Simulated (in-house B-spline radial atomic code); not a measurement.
Stripping selenium of all its electrons. The total binding energy is the sum of the 34 successive ionisation energies. Configuration: [Ar] 3d10 4s2 (4p1/2)2 (4p3/2)2. Level of theory: Dirac-Hartree-Fock, average of the jj configuration, Fermi nucleus of rms radius 4.14 fm; calculated with a radial B-spline atomic code at the basis-set limit.

Dirac-Coulomb total energy: -2428.5944 hartree. First-order corrections (hartree): Breit 1.166, self-energy 0.8662, vacuum polarisation -0.08514, recoil 0.0122.

Problem. What total binding energy follows, and how does it compare with the sum of NIST's ionisation energies?

Solution. 66032 eV from the corrected total, against 66068 ± 26 eV from NIST's table (measured, semi-empirical and theoretical entries, uncertainties added in quadrature). The difference, +36 eV, is within about twice the table's uncertainty, so it can't show the correlation energy.

Problem. What share of the binding belongs to the last two electrons?

Solution. 47 % by NIST's values (31335.6 eV).
